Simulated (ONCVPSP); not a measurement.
What one change does to a pseudopotential (Ce (Z = 58), ONCV)

cerium (Ce), optimised norm-conserving Vanderbilt (ONCV), made with ONCVPSP 4.0.1 (PBEsol, scalar-relativistic). Core [Kr] 4d10 4f1, reference 5s2 5p6 5d1 6s2. Waves: 5s+6s: rc 2.70 bohr, ncon 3, nbas 6, qcut 4.5 1/bohr, 2 projectors; 5p: rc 1.70 bohr, ncon 5, nbas 9, qcut 4.8 1/bohr, 1 projector; 5d: rc 2.80 bohr, ncon 5, nbas 9, qcut 3 1/bohr, 2 projectors, debl 3.3 Ha. Local part: polynomial inside 1.45 bohr (lpopt 5, dvloc0 4 Ha). Core correction: none.

Change: all radii scaled by about 1.31 (s 3.54, p 2.24, d 3.68 bohr); local potential polynomial inside 1.90 bohr (lpopt 5, dvloc0 4 Ha).

Cutoffs: the cutoffs (Ha) at which the residual kinetic energy of the hardest occupied pseudo-wave falls to 1 and 0.1 mHa per electron; they do not see the model core or the augmentation charge, which bear on the density cutoff. Errors are all-electron minus pseudo energies relative to the spin-unpolarised reference configuration.

Q: What does the change do?

A: The potential gets softer (24 Ha and 76 Ha → 10 Ha and 32 Ha); the lowest positive-energy flag moves from s at 54.3 eV to d at 113.6 eV; of the 3 tests that both files solve, the error grows in 1 and shrinks in 0 by more than 15 % and 0.3 meV (median size 7.0 → 12.6 meV); neither file shows a bound ghost. A larger radius leaves more room for a smooth pseudo-wave, so fewer plane waves are needed.

| quantity | base | changed |
| --- | --- | --- |
| cutoff, loose | 24 Ha | 10 Ha |
| cutoff, tight | 76 Ha | 32 Ha |
| loose cutoff by channel | s 5.9 Ha, p 24 Ha, d 9.4 Ha | s 3.4 Ha, p 10 Ha, d 5.1 Ha |
| bound ghosts | none | none |
| GHOST(+) flags under 300 eV | s at 54.3 eV | d at 113.6 eV |
| tests counted as reliable (solved cleanly; for ONCVPSP, near-neutral configurations with less than one 5d electron left out) | 3 of 4 | 3 of 4 |
| error for 5s2 5p6 5d1 6s1, meV [ΔE 6.10 eV] | -2.0 | -2.2 |
| error for 5s2 5p6 5d1 6s0, meV [ΔE 17.14 eV] | -7.0 | -13 |
| error for 5s2 5p6 5d0 6s0, meV [ΔE 36.28 eV] | -24 | +27 |
